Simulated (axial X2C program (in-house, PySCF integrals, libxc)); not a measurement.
Which molecule has these constants?

All values come from calculations with an in-house all-electron X2C program for linear molecules (integrals from PySCF), spin-free (one-electron X2C) or two-component (2c: spin–orbit coupling with atomic mean-field Coulomb and Gaunt terms, which also bring small scalar terms), in Dyall basis sets with cores contracted in-house; open shells are unrestricted.

A two-component PBE0 calculation in a Dyall 3-zeta basis gave Re = 1.208 Å, ωe = 2531.4 cm⁻¹, De = 2.62 eV, Ω = 1/2.

Task: Which molecule is it?
A. LiH⁺
B. BeH⁺
C. BH⁺
D. CH⁺
E. OH⁺

Result: C. The others have OH⁺ 1.033 Å and 3103.6 cm⁻¹ (Ω = 1); LiH⁺ 2.213 Å and 440.0 cm⁻¹ (Ω = 1/2); BeH⁺ 1.318 Å and 2204.9 cm⁻¹ (Ω = 0); CH⁺ 1.140 Å and 2807.3 cm⁻¹ (Ω = 0).

Each entry is the lowest single determinant of a limited PBE0 search at one distance. De goes to single-determinant-based atoms at the same level (for ions the charge split of lowest energy) and is withheld (n/a) where an atom does not fit its ground term or J level. Main or longest-lived isotopes. One determinant is a doubtful description, or other states lie close, for OH⁺; these need not be ground states, and all values refer to the states named. Some open-shell Ω = 0 determinants are out of reach, so the Ω given for OH⁺ need not be the lowest component. With several unpaired electrons the Ω given is that of one determinant, not necessarily of the lowest component. Some light 2c atoms are not at their ground J level, so De misses part of their lowering (0.04 eV or less). The functionals have no current term, which raises determinants with orbital currents.
